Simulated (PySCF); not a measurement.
ZnH, SMILES [ZnH] (connectivity only; charge and spin as stated), neutral, multiplicity 2.

Coordinates come from a B3LYP-D3(BJ)/def2-TZVPD optimisation. The multiplicity is an assumed one; other spin states were not compared.

The numbers are results of PySCF with r2SCAN/def2-TZVPD, not measurements.

Isolated molecule, no solvent.

**Question.** Estimate the frontier levels, dipole moment and polarisability. (Estimate from the structure and the level; the computed values follow.)

**Answer.** 
```json
{
 "α spin, highest occupied and lowest empty level": "-4.92 and -1.34 eV",
 "β spin, highest occupied and lowest empty level": "-7.83 and -2.80 eV",
 "dipole_moment": "0.59 D",
 "mean_static_polarisability": "39.7 bohr³ (5.88 Å³)",
 "polarisability_principal_values": "37.2, 37.2, 44.6 bohr³",
 "⟨S²⟩": "0.762 (pure state 0.75)"
}
```
